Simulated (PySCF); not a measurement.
# Quadrupolar nuclei of `C=C(C)[Si@H](C[SiH2]N)OC` in NMR

Compound: C₅H₁₅NOSi₂.
Numbering: `[CH2:1]=[C:2]([CH3:3])[Si@H:4]([CH2:5][SiH2:6][NH2:7])[O:8][CH3:9]` (hydrogens: H10, H11 on C1; H12, H13, H14 on C3; H15 on Si4; H16, H17 on C5; H18, H19 on Si6; H20, H21 on N7; H22, H23, H24 on C9)

Structure used (GFN2-xTB), in Å, numbered top down from 1:
```xyz
24
C5H15NOSi2 angstrom
C     -2.9383    0.5563   -0.4715
C     -2.0588   -0.4362   -0.5024
C     -2.5038   -1.8567   -0.3195
Si    -0.2100   -0.1612   -0.8211
C      0.7940   -0.9101    0.6098
Si     2.6731   -0.9346    0.3352
N      3.1351    0.6423   -0.1816
O      0.1704    1.4058   -1.0821
C      0.2514    2.4481   -0.1537
H     -3.9941    0.3904   -0.3084
H     -2.6437    1.5817   -0.6198
H     -2.0343   -2.2894    0.5626
H     -3.5845   -1.9251   -0.2095
H     -2.1971   -2.4516   -1.1785
H      0.1630   -0.6690   -2.1426
H      0.5785   -0.3544    1.5236
H      0.4693   -1.9317    0.7968
H      3.3976   -1.1434    1.5948
H      2.9940   -2.0336   -0.5933
H      2.5818    1.0682   -0.9090
H      4.1115    0.8286   -0.3432
H     -0.6962    2.5871    0.3709
H      0.4954    3.3622   -0.6979
H      1.0340    2.2460    0.5815
```

Computed at PBE0/pcSseg-1 (PySCF, non-relativistic):

| atom | environment | nucleus | spin I | Q (b) | CQ = χzz (MHz) | η |
| --- | --- | --- | --- | --- | --- | --- |
| N7 | silicon-bound nitrogen | 14N | 1 | 0.02044 | -4.254 | 0.332 |
| O8 | silyl ether oxygen | 17O | 5/2 | -0.0256 | -10.219 | 0.347 |

Task: At 14.1 T, set νQ = 3|CQ|/[2I(2I − 1)] beside the Larmor frequency (|g| × 7.62259 MHz/T × B; g(14N) = 0.40376, g(17O) = −0.75752), and give PQ = |CQ|√(1 + η²/3).

Result: 
```
atom  PQ (MHz)  νQ (MHz)  ν0 (MHz)  νQ/ν0
  N7     4.331     6.381     43.40  0.147
  O8     10.42     1.533     81.42  0.019
```

For N7: PQ = 4.254 × 1.0182, νQ = 4.254 × 1.5000, ν0 = 3.0777 MHz/T × 14.1 T.

Task: Second-order quadrupolar shift of the central transition's centre of gravity (half-integer spins, νQ < ν0/10) at 14.1 and 18.8 T.

Result: δ = −(3/40)(PQ/ν0)² [I(I + 1) − 3/4]/[I²(2I − 1)²], in ppm:

| site | 14.1 T | 18.8 T |
| --- | --- | --- |
| 17O at O8 | -98.3 | -55.3 |

Task: Quadrupolar 1/T1 and linewidth for τc = 15 ps (extreme narrowing, isotropic tumbling)?

Result: 1/T1 = 1/T2 = (3π²/10)(2I + 3)/[I²(2I − 1)] × PQ² × τc; the width is 1/(πT2).

```
     site  spin factor (2I + 3)/[I²(2I − 1)]  1/T1 (s⁻¹)  T1 (ms)  linewidth (Hz)
14N at N7                              5.000        4170     0.24            1330
17O at O8                              0.320        1540    0.648             491
```

Solvent, lattice and vibrations would change these gradients. One conformer (not necessarily the lowest) at the GFN2-xTB geometry, without solvent, vibrations or thermal averaging. GFN2-xTB bond lengths can be off by several hundredths of an ångström, more for odd bonds, and the gradients follow them. The basis is small and wasn't made for field gradients, so the couplings can be 20 % off.

The run behind these numbers computed NMR shieldings as well. The run took 65 s wall on one thread of an Arm Neoverse V1, shared host, and the process peaked at 1.1 GiB of memory.
